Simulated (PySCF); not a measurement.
## Ionising RbSr

PBE; basis Rb def2-SVPD with ECP28, Sr def2-SVPD with ECP28; scalar-relativistic core potentials; PySCF 2.14. Neutral (UKS): doublet (σ ↑), Re = 4.645 Å, ωe = 43.6 cm⁻¹, De = 0.19 eV, HOMO -2.40 eV, LUMO -1.96 eV.

RbSr⁻ (UKS): singlet (closed shell), Re = 4.912 Å, ωe = 37.6 cm⁻¹, De = 0.40 eV to Rb⁻ + Sr. The energies at the minima are -54.76233 hartree for RbSr and -54.78752 for RbSr⁻.

Work out the adiabatic electron affinity, without and with harmonic zero-point energies (1 hartree = 27.2114 eV, 1 eV = 8065.5 cm⁻¹), and the change of the bond length.

At PBE: 0.02519 hartree = 0.685 eV between the minima; the zero-point term (43.6 − 37.6)/2 cm⁻¹ = +0.000 eV makes it 0.686 eV. Re changes by +26.7 pm against the neutral. The electron enters a σ orbital; the charge polarises the partner, so the anion is bound more strongly.

Closed-shell solutions of metal pairs were not tested for spin polarisation, which can lower them a little. Weak bonds: RbSr, RbSr⁻. Basis-set superposition, not corrected here, can be much of De in a small basis, most of all at correlated wavefunction levels. For an ion De counts to the pair picked by the measured ionisation energies or electron affinities, which need not be the lowest pair at this level. The highest Kohn–Sham level is positive in this anion. Much of that is self-interaction error, but it also means that the finite basis helps to hold the extra electron. States were picked by a PBE0 search and need not be the measured ground states.
